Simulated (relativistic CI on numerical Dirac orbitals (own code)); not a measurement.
# Fe3+ in a cubic cluster: 2p photoemission with charge transfer

Computed with a charge-transfer multiplet model of a cubic metal-ligand cluster with up to one ligand hole, Slater and spin-orbit integrals from Dirac-Coulomb-Breit ions, Slater integrals scaled by 0.9. The ground state mixes d5 with configurations of k ligand holes L, whose averages lie at kΔ + k(k − 1)U_dd/2; a core hole lowers each added d electron by U_cd. 20 K, Lorentzian 0.6 eV and Gaussian 0.8 eV FWHM.

Atomic integrals in eV (Slater integrals scaled, ζ unscaled), ground: F2dd 10.785, F4dd 6.742, zeta_d 0.056; with the core hole: F2dd 12.345, F4dd 7.761, zeta_d 0.083, zeta_core 8.126, F2cd 7.324, G1cd 5.613, G3cd 3.192.

Cluster parameters (eV): U_dd = 6.6, U_cd = 8.4, 10Dq = 1.45, 10Dq(ligand) = 0.2, V(eg) = 3.1, V(t2g) = -1.7, final-state hopping factor = 1.

```json
{"Case": "Δ = 1.7 eV", "n_d": "5.29", "d5": "0.71", "d6L": "0.29", "S": "2.50"}
{"Case": "Δ = 2.7 eV", "n_d": "5.26", "d5": "0.74", "d6L": "0.26", "S": "2.50"}
{"Case": "Δ = 5.7 eV", "n_d": "5.18", "d5": "0.82", "d6L": "0.18", "S": "2.50"}
```

Weights, n_d and S are thermal averages at 20 K. Binding energies count from the first peak over 30 % of the highest in each spectrum, which can be another peak from case to case. The parameters are a model scan and need not match a compound or its usual spin state. Peaks in eV (height, largest 100):
- Δ = 1.7 eV: 0.0 (100), 1.1 (74), 8.2 (12), 11.1 (17), 14.4 (48), 15.8 (39), 25.7 (7), 27.2 (8)
- Δ = 2.7 eV: 0.0 (100), 1.2 (75), 8.2 (12), 10.9 (16), 14.4 (46), 15.8 (39), 25.5 (6), 27.0 (7)
- Δ = 5.7 eV: 0.0 (100), 1.3 (78), 4.7 (15), 5.9 (15), 8.7 (11), 10.8 (14), 14.5 (42), 15.7 (39), 26.7 (5)

For the case Δ = 2.7 eV, Δ = 2.7 eV is smaller than U_dd = 6.6 eV, the charge-transfer side of the Zaanen-Sawatzky-Allen scheme. With the core hole the configuration with one ligand hole lies at Δ − U_cd = -6.7, -5.7, -2.7 eV from the one without, in the order of the table; where this is negative the screened configuration lies lower, though the effective hopping of about 5.1 eV (from the holes of the mixed ground state) mixes the two strongly wherever it is as large as the gap.

With at most 1 ligand hole the space is cut while the next configuration still counts, so covalency is underestimated, and a final configuration with one more ligand hole, which can lie low, is missing from the spectra.
